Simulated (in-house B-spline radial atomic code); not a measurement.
A fraction x of an electron is removed from 4p in Rb³⁺, starting from [Ar] 3d10 4s2 4p4 and keeping the highest spin. Computed with a radial B-spline atomic code at the basis-set limit: scalar-relativistic (X2C) B97-1, spin-polarised, spherical fractional occupations, Fermi nucleus of rms radius 4.2036 fm.

Caution: exact exchange at fractional occupations of open shells leaves self-interaction of up to several eV.

| x | E(x) - E(0) (eV) | 4p down level (eV) |
| --- | --- | --- |
| 0 | 0.0000 | -44.960 |
| 0.07 | 3.1755 | -45.768 |
| 0.2 | 9.2234 | -47.278 |
| 0.37 | 17.4296 | -49.270 |
| 0.42 | 19.9078 | -49.860 |
| 0.5 | 23.9345 | -50.808 |
| 0.55 | 26.4898 | -51.404 |
| 0.68 | 33.2737 | -52.967 |
| 0.77 | 38.0899 | -54.062 |
| 0.92 | 46.3377 | -55.914 |
| 1 | 50.8508 | - |

The exact functional would give a straight line between the two integer points. Deviations E(x) - E(0) - x[E(1) - E(0)], in eV: -0.384 at x = 0.07, -0.947 at x = 0.2, -1.385 at x = 0.37, -1.45 at x = 0.42, -1.491 at x = 0.5, -1.478 at x = 0.55, -1.305 at x = 0.68, -1.065 at x = 0.77, -0.445 at x = 0.92.

The curve lies below the straight line by up to 1.491 eV (at x = 0.5): convex, the delocalisation error, to which spherically averaged exact exchange adds.

**Question.** How well does Slater's transition state (minus the level at half occupation) give the ionisation energy?

**Answer.** It gives 50.808 eV against 50.851 eV from the two total energies; NIST lists 52.20 eV, ground level to ground level. The end point has an open shell averaged over its orbitals, so its exact exchange keeps a self-interaction and this is no true integer point.
